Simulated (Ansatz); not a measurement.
Basis-set extrapolation for AlH$_{3}$O$_{3}$ (`[OH][Al]([OH])[OH]`) (PBE0-D4/def2-TZVP geometry, frozen core, the Gaussian-basis code of Ansatz). Multiplicity 1, RHF reference.

```csv
,def2-TZVPP,def2-QZVPP
HF,-468.555342,-468.574325
MP2 correlation,-0.802231,-0.868783
CCSD(T) correlation,-0.836172,not run
```

Energies in hartree. Use E(X) = E(∞) + A·exp(−7.88·√X) for Hartree–Fock and E(X) = E(∞) + B·X^(−2.97) for correlation, with X = 3 and 4, and add CCSD(T) minus MP2 of the smaller set to the MP2 limit.

**Question.** What is the CCSD(T) energy at the basis-set limit?

**Answer.** HF limit: -468.574325 + (-0.018983) × 0.13774 = -468.57694. MP2 limit: -0.868783 + (-0.066552) × 0.74074 = -0.91808. Higher-order term: -0.836172 − (-0.802231) = -0.03394. Total: -469.52896 hartree, 360.9 kJ/mol below CCSD(T)/def2-TZVPP.
